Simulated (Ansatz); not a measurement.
Telling isomers of BClFGeH apart by their spectra

These gas-phase data were calculated for one isomer of BClFGeH at PBE0-D3(BJ)/pcseg-1 (harmonic, unscaled wavenumbers; equilibrium rotational constants with average atomic masses):

```
rotational constants            : 4.328, 2.496, 1.672 GHz
all wavenumbers above 1500 cm⁻¹ : 2613
dipole moment                   : 2.03 D (PBE0/def2-TZVPD)
```

Candidates:

(1) `F[B](Cl)[GeH]`, a singlet
(2) `F[BH][Ge][Cl]`, a singlet

Task: Assign the data to one candidate and say why.

Result: Candidate (2). The band at 2613 cm⁻¹ lies where the B–H stretch is expected; (1) has no mode between 2350 and 2900 cm⁻¹.

The same quantities for all candidates:

```tsv
	rotational constants (GHz)	wavenumbers above 1500 cm⁻¹	dipole (D)	E above the lowest, PBE0-D3(BJ)/pcseg-1 (kcal/mol)
(1)	5.749, 1.782, 1.379	1927	0.99	0.5
(2)	4.328, 2.496, 1.672	2613	2.03	0.0
```

Each candidate is one conformer. Programs: Ansatz 0.2.0.
